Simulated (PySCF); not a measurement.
**Sr₂Te: one-bond stretch**

Method: PBE0 in PySCF with Te def2-SVP with ECP28, Sr def2-SVP with ECP28; scalar-relativistic core potentials, no spin–orbit coupling; density-fitted integrals.

Rigid scan from the singlet minimum (Sr–Sr 3.679 Å, Te–Sr 3.017 Å (×2); Sr–Sr–Te 52.4° (×2), Sr–Te–Sr 75.1°). Coordinate: the bond from Te to the last atom (Sr) scaled, the rest fixed. Energies in kJ/mol from the minimum.

| scale of one bond | E (kJ/mol) | dipole size (D) |
| --- | --- | --- |
| 0.92 | 19.0 | 4.72 |
| 0.96 | 4.1 | 4.96 |
| 1.00 | 0.0 | 5.21 |
| 1.05 | 4.6 | 5.53 |
| 1.12 | 21.2 | 6.01 |
| 1.20 | 46.2 | 6.56 |
| 1.35 | 92.5 | 7.53 |
| 1.55 | 137.8 | – |
| 1.80 | 169.3 | – |
| 2.20 | 188.9 | – |

At long bonds a restricted determinant can lie too high, and another spin state can fall below this curve.

Other isomers or separated fragments may lie lower.

The scan took 12 s on 2 threads of a shared Intel Xeon Platinum 8488C (Sapphire Rapids) host; the process peaked at 0.69 GiB.
